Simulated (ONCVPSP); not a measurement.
Which change was made? (Ni, ONCV)

```
Element                 : Ni
Generator               : ONCVPSP 4.0.1
Type                    : optimised norm-conserving Vanderbilt (ONCV)
Functional              : Wu-Cohen
Relativity              : scalar-relativistic
Frozen core             : [Ne]
Valence charge          : 18
Reference configuration : 3s2 3p6 3d8 4s2
Partial waves           : 3s+4s: rc 1.05 bohr, ncon 4, nbas 9, qcut 13 1/bohr, 2 projectors; 3p: rc 1.00 bohr, ncon 3, nbas 6, qcut 13.2 1/bohr, 2 projectors, debl 1.1 Ha; 3d: rc 0.90 bohr, ncon 4, nbas 9, qcut 14.4 1/bohr, local
Local potential         : the d channel
Core correction         : Teter function, fcfact 2.5, rcfact 1
```

In the p channel the program set the typed energies aside and used -2.620, 0.250 Ha.

Cutoffs, loose and tight: the cutoffs (Ha) at which the residual kinetic energy of the hardest occupied pseudo-wave falls to 1 and 0.1 mHa per electron. They do not see the model core or the augmentation charge, which bear on the density cutoff. Test errors are all-electron minus pseudo excitation energies from the reference, over the configurations 3s2 3p6 3d8 4s1; 3s2 3p6 3d8 4s0; 3s2 3p6 3d7 4s0; 3s2 3p6 3d8.5 4s1.5; variants that change the core or the reference have their own tests.

The base gives: outcome: generated, projector energies reset by the program; cutoff, loose: 94 Ha; cutoff, tight: 136 Ha; bound ghosts: s; GHOST(+) flags above zero: none; largest test error (meV): -15.

Problem. After one change the result is: outcome: generated, projector energies reset by the program; cutoff, loose: 412 Ha; cutoff, tight: 630 Ha; bound ghosts: none; GHOST(+) flags above zero: s; largest test error (meV): -4.4. Which change was it?
A. all radii but the core radius scaled by about 1.12 (s 1.18, p 1.12, d 1.00 bohr)
B. all radii but the core radius scaled by about 1.32 (s 1.38, p 1.32, d 1.18 bohr)
C. all radii but the core radius scaled by about 0.78 (s 0.82, p 0.78, d 0.70 bohr)
D. all radii but the core radius scaled by about 0.86 (s 0.90, p 0.86, d 0.78 bohr)

Solution. C. The others give: all radii but the core radius scaled by about 1.32 (s 1.38, p 1.32, d 1.18 bohr) → outcome: generated, projector energies reset by the program; cutoff, loose: 76 Ha; cutoff, tight: 86 Ha; bound ghosts: s; GHOST(+) flags above zero: none; largest test error (meV): -36 | all radii but the core radius scaled by about 0.86 (s 0.90, p 0.86, d 0.78 bohr) → outcome: generated, projector energies reset by the program; cutoff, loose: 142 Ha; cutoff, tight: 478 Ha; bound ghosts: s; GHOST(+) flags above zero: p; largest test error (meV): -8.8 | all radii but the core radius scaled by about 1.12 (s 1.18, p 1.12, d 1.00 bohr) → outcome: generated, projector energies reset by the program; cutoff, loose: 86 Ha; cutoff, tight: 97 Ha; bound ghosts: s; GHOST(+) flags above zero: none; largest test error (meV): -21.
